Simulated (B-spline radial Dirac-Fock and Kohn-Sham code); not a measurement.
## Diagram lines of Tb³⁺

System: Tb³⁺ in the configuration [Xe] 4f7 6p1 (an excited configuration).

Level of theory: Dirac-Fock energy differences between relaxed states, corrected for Breit and QED terms; a radial atomic solver. A line energy is the difference of two single-hole energies; the list is a selection of electric-dipole transitions between resolved j subshells. Correlation and solid-state effects are left out.

| line | energy (keV) | wavelength (Å) |
| --- | --- | --- |
| K-N3 | 51.701 | 0.23981 |
| K-N2 | 51.667 | 0.23997 |
| K-M3 | 50.377 | 0.24611 |
| K-M2 | 50.223 | 0.24687 |
| K-L3 | 44.478 | 0.27875 |
| K-L2 | 43.740 | 0.28346 |
| L1-O3 | 8.7024 | 1.4247 |
| L1-N3 | 8.4224 | 1.4721 |
| L1-N2 | 8.3878 | 1.4782 |
| L2-N4 | 8.0935 | 1.5319 |
| L2-N1 | 7.8467 | 1.5801 |
| L3-O1 | 7.4721 | 1.6593 |
| L3-N5 | 7.3620 | 1.6841 |
| L3-N4 | 7.3557 | 1.6855 |
| L3-N1 | 7.1089 | 1.7441 |
| L1-M3 | 7.0986 | 1.7466 |
| L2-M4 | 6.9765 | 1.7772 |
| L1-M2 | 6.9438 | 1.7855 |
| L2-M1 | 6.2829 | 1.9734 |
| L3-M5 | 6.2716 | 1.9769 |

Values without a named source are computed, but for edge energies of neutral atoms, which are taken from tables.
